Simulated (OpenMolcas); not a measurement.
Computed levels of 3d² in ions with 20 electrons, in cm-1 above ³F₂.

```
Program             : OpenMolcas 26.06
Method              : XMS-CASPT2, IPEA 0.25 Eh, imaginary shift 0.1 Eh
Basis               : ANO-RCC-VTZP
Scalar Hamiltonian  : DKH2, point nucleus
Spin-orbit coupling : RASSI with atomic mean-field integrals over the reference wave functions, term energies averaged over their components
```

Active space for each ion: 2 electrons in 10 orbitals (3d 4d); closed shells correlated by CASPT2: 3s 3p.

```
Level   Ti2+    V3+   Mn5+   Co7+
  ³F₃    195    329    758   1381
  ³F₄    448    753   1715   3080
  ¹D₂   8970  11460  16130  20410
  ³P₀  11160  13820  18780  23120
  ³P₁  11230  13940  19050  23630
  ³P₂  11360  14180  19660  24860
  ¹G₄  15080  19050  26510  33250
  ¹S₀  33830  44310  62010  77960
```

Problem. Estimate ³F₄, ¹D₂, ³P₀ for Cr4+ from its neighbours V3+ and Mn5+.

Solution. ³F₄ is fine structure, which grows about as the fourth power of a screened charge, so the fourth roots are averaged: ((753^0.25 + 1715^0.25) / 2)^4 = 1161. The calculation gives 1161, so the estimate is off by 0 %; the measured value is 1142 (Sugar and Corliss, J. Phys. Chem. Ref. Data 6, 317 (1977)).
¹D₂ is another term, which grows about linearly with the charge: (11460 + 16130) / 2 = 13795. The calculation gives 13820, so the estimate is off by -0.2 %; the measured value is 13188 (Sugar and Corliss, J. Phys. Chem. Ref. Data 6, 317 (1977)).
³P₀ is another term, which grows about linearly with the charge: (13820 + 18780) / 2 = 16300. The calculation gives 16360, so the estimate is off by -0.4 %; the measured value is 15492 (Sugar and Corliss, J. Phys. Chem. Ref. Data 6, 317 (1977)).

CASPT2 breaks the degeneracy within a term, and the mean is taken; among the terms shown or strongly mixed into the levels shown the widest spread is 930 cm-1 (3d² ³F, Ti2+). Active for correlation alone: 4d; no level in the range computed is led by a configuration that fills it, so any true level of that kind is missing. Measured partners are found by configuration, term and J. A level has none where our copy of the source lacks it or the pairing is in doubt (some pairs that miss far off the trend of their configuration count as doubtful), and it then counts in no deviation. Only configurations of the active space appear.
